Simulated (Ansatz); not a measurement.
Input and output for `FC(F)(F)[Si](F)(F)F`.

```yaml
crystal:
  periodic: [false, false, false]
  atoms:
    - {symbol: F, position_ang: [-2.197085, -0.211571, 0.065240]}
    - {symbol: C, position_ang: [-0.604884, -0.151857, 0.436594]}
    - {symbol: F, position_ang: [-0.681462, -1.275676, 1.095878]}
    - {symbol: F, position_ang: [-0.320396, 0.861565, 1.809504]}
    - {symbol: Si, position_ang: [1.120468, 0.377092, -0.482140]}
    - {symbol: F, position_ang: [0.601774, 1.683164, -1.332688]}
    - {symbol: F, position_ang: [2.123471, 0.014294, -0.032537]}
    - {symbol: F, position_ang: [0.701896, -0.891718, -1.876814]}
basis:
  gaussian: {orbitals: cc-pVDZ}
total_charge: 1
magnetization: {spin_polarized: true, initial_magnetization: 1}
hamiltonian: {xc: {name: PBEsol}}
accuracy: high
output: {forces: true}
```

```sh
$ ansatz run in.yaml --threads 4 --pin off --events-out ev --progress --plain --max-ram 11315MiB
```

Output, abridged:

```
Functional definition: PBEsol
2511 factors; integrals over basis functions are off by at most 3.2e-9 eV
mean field evaluation 1: about -25096.4015 eV, gradient 6.4e1 eV
mean field evaluation 2: about -24855.8754 eV, gradient 2.1e2 eV
mean field evaluation 4: about -25096.1909 eV, gradient 5.1e1 eV
mean field evaluation 8: about -25108.9598 eV, gradient 2.4e-1 eV
mean field evaluation 16: about -25108.9668 eV, gradient 3.2e-4 eV
mean field -25108.96683323 eV, -922.7375116522 hartree, gradient 2.3e-8 eV, S^2 0.754577; 10 other end points of the search recorded, 0 dependent functions left out
reference -25108.96683598 eV, -922.7375117533 hartree; 37, 36 occupied and 79, 80 virtual orbitals, 2511 factors
Total energy: -25108.96683598 eV, -922.7375117533 hartree
Atom 0 at    -2.197085    -0.211571     0.065240 Å, force     4.643065     1.923038    -0.188391 eV/Å
Atom 1 at    -0.604884    -0.151857     0.436594 Å, force    -5.668944    -1.635699     4.481770 eV/Å
Atom 2 at    -0.681462    -1.275676     1.095878 Å, force     1.954561     0.496371    -1.029611 eV/Å
Atom 3 at    -0.320396     0.861565     1.809504 Å, force    -0.139298    -1.181634    -3.496017 eV/Å
Atom 4 at     1.120468     0.377092    -0.482140 Å, force   -57.646891    18.269897   -29.245106 eV/Å
Atom 5 at     0.601774     1.683164    -1.332688 Å, force     1.019420    -0.720691     1.356912 eV/Å
Atom 6 at     2.123471     0.014294    -0.032537 Å, force    55.302939   -19.166974    25.351205 eV/Å
Atom 7 at     0.701896    -0.891718    -1.876814 Å, force     0.535147     2.015693     2.769238 eV/Å
Dipole moment:     0.593327     0.038875     0.149003 e Å
```

Run time 5.5 s (4 threads of an AMD EPYC 9R45 on a shared host); peak host memory 0.47 GiB.
